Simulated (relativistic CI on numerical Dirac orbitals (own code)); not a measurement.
## What each ingredient does to the levels of Tm19+

Base calculation: Dirac-Coulomb-Breit CI, KLI orbitals optimised for each configuration, a model potential for QED, unscaled Slater integrals.

CI space (outside the closed core [Ar] 3d10): 4s2 4p6 4d10 4f4, 4s2 4p6 4d10 4f3 5s, 4s2 4p6 4d10 4f2 5s2, 4s2 4p6 4d10 4f3 5p, 4s2 4p6 4d10 4f2 5s 5p, 4s2 4p6 4d9 4f5, 4s2 4p6 4d10 4f2 5p2, 4s2 4p6 4d10 4f2 5s 5d, 4s2 4p6 4d10 4f3 5d, 4s2 4p6 4d10 4f2 5p 5d, 4s2 4p6 4d9 4f3 5s2, 4s2 4p5 4d10 4f5, 4s2 4p6 4d10 4f3 5f, 4s2 4p6 4d10 4f2 5d2, 4s2 4p6 4d9 4f4 5s, 4s2 4p6 4d10 4f3 6s, 4s2 4p6 4d10 4f3 5g, 4s2 4p6 4d10 4f3 6d, 4s 4p6 4d10 4f5. Levels of other configurations are missing.

Variants: (1) Breit term removed; (2) one mean potential for all configurations. Shifts of the energy above 4s2 4p6 4d10 4f4 5I_4, in cm⁻¹, for the lowest level and the first level of each name with at least 55 % of one term (blank where a level changes its place among those of its configuration and J or its character, or is not in the variant):

| Level | Base | Δ(1) | Δ(2) |
| --- | --- | --- | --- |
| 4s2 4p6 4d10 4f4 5I_4 | 0.0 | 0.0 | 0.0 |
| 4s2 4p6 4d10 4f4 5I_5 | 6848.1 | +656.4 | -141.1 |
| 4s2 4p6 4d10 4f4 5I_6 | 13570.1 | +1319.4 | -258.9 |
| 4s2 4p6 4d10 4f4 5I_7 | 19931.0 | +1934.5 | -349.4 |
| 4s2 4p6 4d10 4f4 5I_8 | 25911.8 | +2503.2 | -418.8 |
| 4s2 4p6 4d10 4f4 5F_1 | 31679.4 | +150.5 | -126.1 |
| 4s2 4p6 4d10 4f4 5F_2 | 31804.7 | -41.7 | -58.5 |
| 4s2 4p6 4d10 4f4 5F_3 | 36385.8 | +581.7 | -187.7 |
| 4s2 4p6 4d10 4f4 5S_2 | 38068.2 | +653.8 | -236.3 |
| 4s2 4p6 4d10 4f4 3K_6 | 41099.8 | +1204.8 | -236.5 |
| 4s2 4p6 4d10 4f4 5G_2 | 42642.3 | +87.8 | -84.1 |
| 4s2 4p6 4d10 4f4 5G_3 | 44349.5 | +233.8 | -119.3 |
| 4s2 4p6 4d10 4f4 5F_5 | 44616.4 | +1178.0 | -289.3 |
| 4s2 4p6 4d10 4f4 5G_4 | 53760.4 | +970.1 | -305.7 |
| 4s2 4p6 4d10 4f4 3G_3 | 55809.7 | +904.0 | -304.4 |
| 4s2 4p6 4d10 4f4 3P_1 | 59994.6 | +771.0 | -308.3 |
| 4s2 4p6 4d10 4f4 3L_7 | 60543.0 | +2036.7 | -437.1 |
| 4s2 4p6 4d10 4f4 5G_5 | 60937.7 | +1565.4 | -418.1 |
| 4s2 4p6 4d10 4f4 5G_6 | 62188.6 | +1850.4 | -435.0 |
| 4s2 4p6 4d10 4f4 3L_9 | 64144.5 | +2495.3 | -365.5 |
| 4s2 4p6 4d10 4f4 3P_0 | 64679.9 | +1012.4 | -352.4 |
| 4s2 4p6 4d10 4f4 3D_3 | 65460.7 | +1045.9 | -345.2 |

At this charge energies of transitions that change n are usually good to better than 1 %, and those within a shell (Δn = 0) to a few per cent. Terms inside the open d or f shell come out 10 to 20 % too wide with unscaled integrals.

Ionisation energy from the two ground configurations alone: base 483.764 eV. The NIST ASD value (theoretical) is 496 eV. The gap of more than 2 % comes from missing correlation, or from a tabulated value that is itself an estimate.

LS names give the leading component of a level, which can be under half, so a name can repeat, a term be missing and a line seem to break the LS rules.
